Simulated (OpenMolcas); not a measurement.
## Ti2+: ligand-field states by method

Ti2+ with 6 ligands (bromide) in octahedral coordination (Oh) at 2.77 Å. A charge of +0.667 e stands 2.6 Å behind each ligand. Ligand basis ANO-RCC-VDZP.
```
Ti    0.0000    0.0000    0.0000
Br    2.7700    0.0000    0.0000
Br    0.0000    2.7700    0.0000
Br   -2.7700    0.0000    0.0000
Br    0.0000   -2.7700    0.0000
Br    0.0000    0.0000    2.7700
Br    0.0000    0.0000   -2.7700
```

| Quantity | Value |
| --- | --- |
| Program | OpenMolcas |
| Basis | ANO-RCC-VTZP [6s5p3d2f1g] |
| Scalar Hamiltonian | DKH2, point nucleus |
| Active space | 2 electrons in 5 orbitals (3d) |
| State averaging | 2S+1 = 3 even, 10 roots; 2S+1 = 1 even, 15 roots |
| Spin-orbit coupling | state interaction with AMFI integrals over the reference wave functions |

I. CASSCF
II. SS-CASPT2, IPEA 0.25 Eh, imaginary shift 0.1 Eh (closed shells correlated: 3s 3p and the ligand valence shells)

Spin-free states (labels of O, the rotations of Oh) in cm-1, each column counted from its own energy of the first state listed:

| State | Degeneracy | I | II |
| --- | --- | --- | --- |
| 3T1 | 3 | 0 | 0 |
| 3T2 | 3 | 4222 | 5020 |
| 3A2 | 1 | 9230 | 10690 |
| 1T2 | 3 | 11403 | 7450 |
| 1E | 2 | 11998 | 8770 |
| 3T1 | 3 | 16002 | 13470 |
| 1T2 | 3 | 18359 | 14990 |
| 1A1 | 1 | 20140 | 15630 |
| 1T1 | 3 | 20154 | 17560 |
| 1E | 2 | 22820 | 20570 |
| 1A1 | 1 | 43223 | 33360 |

From I to II, I's first state of the same spin (3T2) moves from 4222 to 5020 cm-1, by about +800 cm-1.

From I to II, I's first state of another spin (1T2) moves from 11403 to 7450 cm-1, by about -4000 cm-1.

I: A least-squares ligand-field fit to the states below 45000 cm-1, each weighted by its degeneracy and with a free common offset, gives 10Dq = 4951 cm-1, B = 830 cm-1 and C = 2972 cm-1 (C/B = 3.58), with an rms deviation of 87 cm-1. The same method and metal basis give the free ion B = 891 cm-1 (fit to its terms below 60000 cm-1, rms deviation 68 cm-1), so the nephelauxetic ratio is β = 830 / 891 = 0.93; it hangs on how both fits weigh the states, and computed free-ion B values tend to be too large, so β mixes covalency with correlation.

χT at 300 K: I 1.14, II 1.14 cm3 K/mol.

Roots that are degenerate in the reference are averaged as groups; the widest CASPT2 spread within a group is 330 cm-1 (the 3-fold group of multiplicity 3 near 0 cm-1 above the lowest state of its run, II). Shifts and gaps below about the spread of the groups concerned are not significant. Over all roots computed the reference weight is 0.68 to 0.70 in II; a low but even weight reflects the number of correlated electrons. An orbital triplet at a regular site is open to Jahn-Teller coupling, which can distort the site and quench the lowest spin-orbit gaps and is left out. Ligand-to-metal charge-transfer states are missing. With no ligand orbital active B as a rule stays too high, so bands that hang on it stand too high and its fall with covalency is understated. Without dynamic correlation the repulsion within the d shell is too large (B by tens of per cent), so at a given field states of lower spin stand too high (holds for I). With metal d orbitals alone and no dynamic correlation the field as a rule comes out too small, by tens of per cent, by up to half for chloride and softer ligands (holds for I). These CASPT2 states fit no ligand-field parameters well, so their order and spin gaps are uncertain (holds for II). With one d shell and no ligand orbital active, 10Dq can be off by tens of per cent for divalent 3d ions, low with halides held by bare charges and at times high in hosts (holds for II). Free-ion shares, where given, are those of the reference states; single-state CASPT2 does not remix them (holds for II). No measured value stands beside these numbers; the geometry was imposed, not optimised, and the real ion may take another.
